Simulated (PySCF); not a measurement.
**Polarisability and C₆ of Mn²⁺ (manganese, charge +2)**

[Ar] 3d5, high-spin 6S determinant. Calculation: PySCF 2.14, in x2c-TZVPPall with one added diffuse shell each of s, p, d, f type (7s6p5d3f1g, 80 functions); scalar relativity by spin-free X2C-1e. Coupled (time-dependent) response in atomic units; α is the mean over directions.

```tsv
method	mean α (bohr³)	C₆ (like pair)	S(−4)
M06	3.726	10.75	7.867
```

S(−4) is the Cauchy moment in α(ω) = α(0) + S(−4) ω² + …

α(iu) at M06:

```tsv
u (hartree)	α(iu) (bohr³)
0	3.726
0.0500	3.706
0.100	3.650
0.200	3.454
0.300	3.200
0.500	2.694
0.750	2.196
1.00	1.831
1.50	1.342
2.00	1.028
3.00	0.6537
5.00	0.3229
```

For an ion, C₆ is the dispersion term alone; charge-induced terms of lower order in 1/R come first.
